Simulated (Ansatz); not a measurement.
Ansatz (a first-principles code) input (HF/3-21G): The .json file is the Basis Set Exchange's 3-21G.

Ansatz 0.2 input:
```yaml
crystal:
  periodic: [false, false, false]
  atoms:
    - {symbol: F, position_ang: [-1.18052945, -0.44662393, 0.00012778]}
    - {symbol: S, position_ang: [0.00107893, 0.50509259, -0.00997059]}
    - {symbol: F, position_ang: [1.17861135, -0.45131845, 0.01759770]}
basis:
  gaussian:
    orbitals: 3-21G.json
hamiltonian:
  xc: {name: HF}
total_charge: 1
magnetization: {spin_polarized: true, initial_magnetization: 1}
relax: {f_tol: 0.003, max_steps: 120}
```

Q: Predict the final energy.

A: -592.90738 Eh.
